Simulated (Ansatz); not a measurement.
`CC1BC1` and `CC1CB1F` differ in one atom or group.

Ansatz, PBE0-D4/def2-TZVP geometries, multiplicity 1. 

| property | `CC1BC1` |
| --- | --- |
| HOMO–LUMO gap (PBE0/def2-TZVPP) / eV | 5.83 |
| size of the dipole moment (PBE/def2-TZVPP) / D | 0.40 |
| LUMO energy (PBE0/def2-TZVPP) / eV | -1.28 |
| HOMO–LUMO gap (PBE/def2-TZVPP) / eV | 3.54 |
| HOMO energy (ωB97M-V/def2-TZVPP) / eV | -9.40 |
| LUMO energy (PBE/def2-TZVPP) / eV | -2.32 |

Question: What does the change do to each property? (Estimate.)

Answer: The calculation gave: 
```
                                      property  `CC1CB1F`  shift
          HOMO–LUMO gap (PBE0/def2-TZVPP) / eV       6.67   0.84
size of the dipole moment (PBE/def2-TZVPP) / D       1.08   0.68
            LUMO energy (PBE0/def2-TZVPP) / eV      -0.51   0.77
           HOMO–LUMO gap (PBE/def2-TZVPP) / eV       4.28   0.74
         HOMO energy (ωB97M-V/def2-TZVPP) / eV      -9.48  -0.08
             LUMO energy (PBE/def2-TZVPP) / eV      -1.55   0.77
```

With PBE0 the HOMO falls by 0.07 eV and the LUMO rises by 0.77 eV, so the gap widens by about 0.84 eV. PBE moves the HOMO by 0.04 eV and ωB97M-V by -0.08 eV. Dipoles are sizes alone; their direction can turn.
